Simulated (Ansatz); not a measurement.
Cost and result up the ladder for the cluster SrS2 (the lowest singlet isomer of a short search) (3 atoms). The state is a singlet with charge 0. Geometry: PBE0-D4/def2-TZVP.

```xyz
3

Sr    1.060    1.131   -0.222
S    -0.488   -0.808   -0.928
S    -0.571   -0.323    1.149
```

Ansatz on 4 threads of Arm Neoverse V2 on a shared host. Times are rough, and most runs start from the orbitals of an earlier one. PBE0-D4/def2-TZVPD serves as the yardstick here, not as an exact answer. Differences are given only for rows in sets of like size (and for xTB, whose basis is part of the method), since another set adds its own error. Binding counts from free atoms at the same level (Sr singlet, S triplet; other spins of the atoms weren't run), without zero-point energy or a counterpoise term.

In the def2 sets Sr takes a core potential; there is no spin–orbit coupling. B3LYP takes the VWN-RPA correlation. Correlated methods freeze 10 core orbitals; core or outer-core shells of Sr are correlated, in sets that lack core-valence functions. The structure comes from a short search, and lower isomers may exist.

Correlated methods converge slowly with the basis.

| level | functions | wall time | binding energy per atom (eV) | difference from PBE0-D4/def2-TZVPD (eV) |
| --- | --- | --- | --- | --- |
| LDA (SPW92)/def2-TZVP | 107 | 0.4 s | 3.03 | 0.51 |
| PBE-D4/def2-SVP | 59 | 0.4 s | 2.59 | – |
| MP2/def2-TZVP | 107 | 0.45 s | 2.25 | -0.26 |
| PBE-D4/def2-TZVP | 107 | 0.6 s | 2.63 | 0.11 |
| PBE0-D4/def2-SVP | 59 | 0.6 s | 2.46 | – |
| PBE-D4/def2-TZVPD | 125 | 0.75 s | 2.63 | 0.11 |
| PBE0-D4/def2-TZVP | 107 | 0.9 s | 2.51 | -0.01 |
| PBE0-D4/def2-TZVPD | 125 | 1 s | 2.52 | 0.00 |
| B3LYP-D4/def2-TZVP (with forces) | 107 | 1.1 s | 2.37 | -0.15 |
| RPA@PBE/def2-TZVP | 107 | 1.1 s | 1.85 | -0.67 |
| r2SCAN-D4/def2-TZVP | 107 | 1.6 s | 2.62 | 0.10 |
| r2SCANh-D4/def2-TZVP | 107 | 1.6 s | 2.56 | 0.04 |
| CCSD(T)/def2-TZVPD | 125 | 1.8 s | 2.14 | -0.38 |
| r2SCAN-D4/def2-TZVPD | 125 | 1.8 s | 2.62 | 0.11 |
